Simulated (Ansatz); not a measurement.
Ansatz (a quantum-chemistry and plane-wave program) input (B3LYP/6-31G*):

Ansatz 0.2 input:
```yaml
crystal:
  periodic: [false, false, false]
  atoms:
    - {symbol: N, position_ang: [1.16710363, -0.34969133, -0.27677704]}
    - {symbol: Si, position_ang: [-0.46659439, 0.17782188, 0.15123396]}
    - {symbol: H, position_ang: [1.17500786, -0.97538045, -1.09331645]}
    - {symbol: H, position_ang: [-1.11322401, -0.93717154, 0.90538389]}
    - {symbol: H, position_ang: [-1.32768145, 0.50487949, -1.02411151]}
    - {symbol: H, position_ang: [-0.37150624, 1.36600541, 1.03220787]}
basis:
  gaussian:
    orbitals: 6-31G*
hamiltonian:
  xc: {name: B3LYP}
magnetization: {spin_polarized: true, initial_magnetization: 1}
phonons: {temperatures: {t_min: 298.15, t_max: 298.15, t_step: 100}}
```

Output:

```
Functional definition: B3LYP
integrals: 0.01 GiB planned
466 factors; integrals over basis functions are off by at most 5.9e-4 eV
mean field: 0.13 GiB planned
mean field evaluation 1: about -9426.9395 eV, gradient 3.0e1 eV
mean field evaluation 2: about -9419.0348 eV, gradient 4.8e1 eV
mean field evaluation 4: about -9430.9918 eV, gradient 1.0e0 eV
mean field evaluation 8: about -9431.0079 eV, gradient 1.6e-2 eV
mean field evaluation 16: about -9430.2651 eV, gradient 5.0e0 eV
mean field -9431.00789657 eV, -346.5831476322 hartree, gradient 5.4e-5 eV, S^2 0.753418; 2 other end points of the search recorded, 0 dependent functions left out
the calculation of the forces begins
reference -9431.00809338 eV, -346.5831548649 hartree; 13, 12 occupied and 29, 30 virtual orbitals, 466 factors
these checks for a lower state are left out or cut short: stability, starts, cluster_reference, orbital_swaps, neighbouring_geometries, increment
integrals: 0.01 GiB planned
466 factors; integrals over basis functions are off by at most 5.9e-4 eV
mean field: 0.13 GiB planned
mean field -9431.00783943 eV, -346.5831455322 hartree, gradient 1.5e-6 eV, S^2 0.753415; 0 other end points of the search recorded, 0 dependent functions left out
the calculation of the forces begins
reference -9431.00803625 eV, -346.5831527654 hartree; 13, 12 occupied and 29, 30 virtual orbitals, 466 factors
these checks for a lower state are left out or cut short: stability, starts, cluster_reference, orbital_swaps, neighbouring_geometries, increment
integrals: 0.01 GiB planned
466 factors; integrals over basis functions are off by at most 5.9e-4 eV
mean field: 0.13 GiB planned
mean field -9431.00784184 eV, -346.5831456210 hartree, gradient 1.2e-6 eV, S^2 0.753420; 0 other end points of the search recorded, 0 dependent functions left out
the calculation of the forces begins
reference -9431.00803864 eV, -346.5831528531 hartree; 13, 12 occupied and 29, 30 virtual orbitals, 466 factors
these checks for a lower state are left out or cut short: stability, starts, cluster_reference, orbital_swaps, neighbouring_geometries, increment
integrals: 0.01 GiB planned
466 factors; integrals over basis functions are off by at most 5.9e-4 eV
mean field: 0.13 GiB planned
mean field evaluation 32: about -9431.0006 eV, gradient 7.4e-2 eV
mean field -9431.00783779 eV, -346.5831454720 hartree, gradient 9.6e-7 eV, S^2 0.753420; 0 other end points of the search recorded, 0 dependent functions left out
the calculation of the forces begins
reference -9431.00803457 eV, -346.5831527036 hartree; 13, 12 occupied and 29, 30 virtual orbitals, 466 factors
these checks for a lower state are left out or cut short: stability, starts, cluster_reference, orbital_swaps, neighbouring_geometries, increment
integrals: 0.01 GiB planned
466 factors; integrals over basis functions are off by at most 5.9e-4 eV
mean field: 0.13 GiB planned
mean field -9431.00783934 eV, -346.5831455291 hartree, gradient 8.8e-7 eV, S^2 0.753416; 0 other end points of the search recorded, 0 dependent functions left out
the calculation of the forces begins
reference -9431.00803618 eV, -346.5831527628 hartree; 13, 12 occupied and 29, 30 virtual orbitals, 466 factors
these checks for a lower state are left out or cut short: stability, starts, cluster_reference, orbital_swaps, neighbouring_geometries, increment
integrals: 0.01 GiB planned
466 factors; integrals over basis functions are off by at most 5.9e-4 eV
mean field: 0.13 GiB planned
mean field -9431.00780864 eV, -346.5831444009 hartree, gradient 3.0e-6 eV, S^2 0.753424; 0 other end points of the search recorded, 0 dependent functions left out
the calculation of the forces begins
reference -9431.00800542 eV, -346.5831516324 hartree; 13, 12 occupied and 29, 30 virtual orbitals, 466 factors
these checks for a lower state are left out or cut short: stability, starts, cluster_reference, orbital_swaps, neighbouring_geometries, increment
integrals: 0.01 GiB planned
466 factors; integrals over basis functions are off by at most 5.9e-4 eV
mean field: 0.13 GiB planned
mean field -9431.00780743 eV, -346.5831443565 hartree, gradient 8.7e-7 eV, S^2 0.753412; 0 other end points of the search recorded, 0 dependent functions left out
the calculation of the forces begins
reference -9431.00800428 eV, -346.5831515904 hartree; 13, 12 occupied and 29, 30 virtual orbitals, 466 factors
these checks for a lower state are left out or cut short: stability, starts, cluster_reference, orbital_swaps, neighbouring_geometries, increment
integrals: 0.01 GiB planned
466 factors; integrals over basis functions are off by at most 5.9e-4 eV
mean field: 0.13 GiB planned
mean field -9431.00780605 eV, -346.5831443056 hartree, gradient 2.2e-6 eV, S^2 0.753426; 0 other end points of the search recorded, 0 dependent functions left out
[...]
mean field: 0.13 GiB planned
mean field evaluation 160: about -9431.0079 eV, gradient 5.1e-6 eV
mean field -9431.00787858 eV, -346.5831469711 hartree, gradient 1.3e-6 eV, S^2 0.753415; 0 other end points of the search recorded, 0 dependent functions left out
the calculation of the forces begins
reference -9431.00807539 eV, -346.5831542036 hartree; 13, 12 occupied and 29, 30 virtual orbitals, 466 factors
these checks for a lower state are left out or cut short: stability, starts, cluster_reference, orbital_swaps, neighbouring_geometries, increment
integrals: 0.01 GiB planned
466 factors; integrals over basis functions are off by at most 5.9e-4 eV
mean field: 0.13 GiB planned
mean field -9431.00787288 eV, -346.5831467615 hartree, gradient 1.4e-6 eV, S^2 0.753415; 0 other end points of the search recorded, 0 dependent functions left out
the calculation of the forces begins
reference -9431.00806967 eV, -346.5831539937 hartree; 13, 12 occupied and 29, 30 virtual orbitals, 466 factors
these checks for a lower state are left out or cut short: stability, starts, cluster_reference, orbital_swaps, neighbouring_geometries, increment
integrals: 0.01 GiB planned
466 factors; integrals over basis functions are off by at most 5.9e-4 eV
mean field: 0.13 GiB planned
mean field -9431.00787632 eV, -346.5831468880 hartree, gradient 1.5e-6 eV, S^2 0.753420; 0 other end points of the search recorded, 0 dependent functions left out
the calculation of the forces begins
reference -9431.00807314 eV, -346.5831541211 hartree; 13, 12 occupied and 29, 30 virtual orbitals, 466 factors
these checks for a lower state are left out or cut short: stability, starts, cluster_reference, orbital_swaps, neighbouring_geometries, increment
integrals: 0.01 GiB planned
466 factors; integrals over basis functions are off by at most 5.9e-4 eV
mean field: 0.13 GiB planned
mean field -9431.00788707 eV, -346.5831472832 hartree, gradient 2.8e-6 eV, S^2 0.753417; 0 other end points of the search recorded, 0 dependent functions left out
the calculation of the forces begins
reference -9431.00808389 eV, -346.5831545162 hartree; 13, 12 occupied and 29, 30 virtual orbitals, 466 factors
these checks for a lower state are left out or cut short: stability, starts, cluster_reference, orbital_swaps, neighbouring_geometries, increment
integrals: 0.01 GiB planned
466 factors; integrals over basis functions are off by at most 5.9e-4 eV
mean field: 0.13 GiB planned
mean field -9431.00788864 eV, -346.5831473408 hartree, gradient 2.4e-6 eV, S^2 0.753419; 0 other end points of the search recorded, 0 dependent functions left out
the calculation of the forces begins
reference -9431.00808544 eV, -346.5831545731 hartree; 13, 12 occupied and 29, 30 virtual orbitals, 466 factors
these checks for a lower state are left out or cut short: stability, starts, cluster_reference, orbital_swaps, neighbouring_geometries, increment
integrals: 0.01 GiB planned
466 factors; integrals over basis functions are off by at most 5.8e-4 eV
mean field: 0.13 GiB planned
mean field evaluation 192: about -9431.0079 eV, gradient 1.5e-6 eV
mean field -9431.00785947 eV, -346.5831462687 hartree, gradient 1.5e-6 eV, S^2 0.753418; 0 other end points of the search recorded, 0 dependent functions left out
the calculation of the forces begins
reference -9431.00805627 eV, -346.5831535010 hartree; 13, 12 occupied and 29, 30 virtual orbitals, 466 factors
these checks for a lower state are left out or cut short: stability, starts, cluster_reference, orbital_swaps, neighbouring_geometries, increment
integrals: 0.01 GiB planned
466 factors; integrals over basis functions are off by at most 5.9e-4 eV
mean field: 0.13 GiB planned
mean field -9431.00786031 eV, -346.5831462995 hartree, gradient 1.6e-6 eV, S^2 0.753417; 0 other end points of the search recorded, 0 dependent functions left out
the calculation of the forces begins
reference -9431.00805713 eV, -346.5831535325 hartree; 13, 12 occupied and 29, 30 virtual orbitals, 466 factors
these checks for a lower state are left out or cut short: stability, starts, cluster_reference, orbital_swaps, neighbouring_geometries, increment
integrals: 0.01 GiB planned
466 factors; integrals over basis functions are off by at most 5.9e-4 eV
mean field: 0.13 GiB planned
mean field -9431.00788799 eV, -346.5831473168 hartree, gradient 2.9e-6 eV, S^2 0.753417; 0 other end points of the search recorded, 0 dependent functions left out
the calculation of the forces begins
reference -9431.00808480 eV, -346.5831545496 hartree; 13, 12 occupied and 29, 30 virtual orbitals, 466 factors
these checks for a lower state are left out or cut short: stability, starts, cluster_reference, orbital_swaps, neighbouring_geometries, increment
integrals: 0.01 GiB planned
466 factors; integrals over basis functions are off by at most 5.9e-4 eV
mean field: 0.13 GiB planned
mean field -9431.00789015 eV, -346.5831473961 hartree, gradient 1.0e-5 eV, S^2 0.753419; 0 other end points of the search recorded, 0 dependent functions left out
the calculation of the forces begins
reference -9431.00808695 eV, -346.5831546286 hartree; 13, 12 occupied and 29, 30 virtual orbitals, 466 factors
these checks for a lower state are left out or cut short: stability, starts, cluster_reference, orbital_swaps, neighbouring_geometries, increment
integrals: 0.01 GiB planned
466 factors; integrals over basis functions are off by at most 5.9e-4 eV
mean field: 0.13 GiB planned
mean field -9431.00785675 eV, -346.5831461687 hartree, gradient 2.1e-6 eV, S^2 0.753417; 0 other end points of the search recorded, 0 dependent functions left out
the calculation of the forces begins
reference -9431.00805358 eV, -346.5831534022 hartree; 13, 12 occupied and 29, 30 virtual orbitals, 466 factors
these checks for a lower state are left out or cut short: stability, starts, cluster_reference, orbital_swaps, neighbouring_geometries, increment
integrals: 0.01 GiB planned
466 factors; integrals over basis functions are off by at most 5.9e-4 eV
mean field: 0.13 GiB planned
mean field -9431.00785700 eV, -346.5831461779 hartree, gradient 2.0e-6 eV, S^2 0.753418; 0 other end points of the search recorded, 0 dependent functions left out
the calculation of the forces begins
reference -9431.00805379 eV, -346.5831534098 hartree; 13, 12 occupied and 29, 30 virtual orbitals, 466 factors
these checks for a lower state are left out or cut short: stability, starts, cluster_reference, orbital_swaps, neighbouring_geometries, increment
integrals: 0.01 GiB planned
466 factors; integrals over basis functions are off by at most 5.9e-4 eV
mean field: 0.13 GiB planned
mean field evaluation 224: about -9431.0079 eV, gradient 4.2e-6 eV
mean field -9431.00787243 eV, -346.5831467452 hartree, gradient 1.6e-6 eV, S^2 0.753419; 0 other end points of the search recorded, 0 dependent functions left out
the calculation of the forces begins
reference -9431.00806926 eV, -346.5831539783 hartree; 13, 12 occupied and 29, 30 virtual orbitals, 466 factors
these checks for a lower state are left out or cut short: stability, starts, cluster_reference, orbital_swaps, neighbouring_geometries, increment
integrals: 0.01 GiB planned
466 factors; integrals over basis functions are off by at most 5.9e-4 eV
mean field: 0.13 GiB planned
mean field -9431.00787131 eV, -346.5831467041 hartree, gradient 1.6e-6 eV, S^2 0.753417; 0 other end points of the search recorded, 0 dependent functions left out
the calculation of the forces begins
reference -9431.00806811 eV, -346.5831539363 hartree; 13, 12 occupied and 29, 30 virtual orbitals, 466 factors
Total energy: -9431.00809338 eV, -346.5831548649 hartree
Atom 0 at     1.167104    -0.349691    -0.276777 Å, force    -0.000565    -0.000347     0.000144 eV/Å
Atom 1 at    -0.466594     0.177822     0.151234 Å, force     0.001986     0.000640    -0.000102 eV/Å
Atom 2 at     1.175008    -0.975380    -1.093316 Å, force    -0.000016     0.000119     0.000010 eV/Å
Atom 3 at    -1.113224    -0.937172     0.905384 Å, force    -0.000292    -0.000015    -0.000136 eV/Å
Atom 4 at    -1.327681     0.504879    -1.024112 Å, force    -0.000684    -0.000310    -0.000134 eV/Å
Atom 5 at    -0.371506     1.366005     1.032208 Å, force    -0.000430    -0.000087     0.000218 eV/Å
Dipole moment:    -0.221453    -0.120114    -0.206439 e Å
Vibrations: 90.92 553.18 636.78 746.04 904.02 926.47 942.17 983.60 2210.83 2215.69 2281.55 3422.74 cm⁻¹, zero-point energy 0.986541 eV
```

The blocks after the first are displaced geometries, from whose forces the wavenumbers follow.
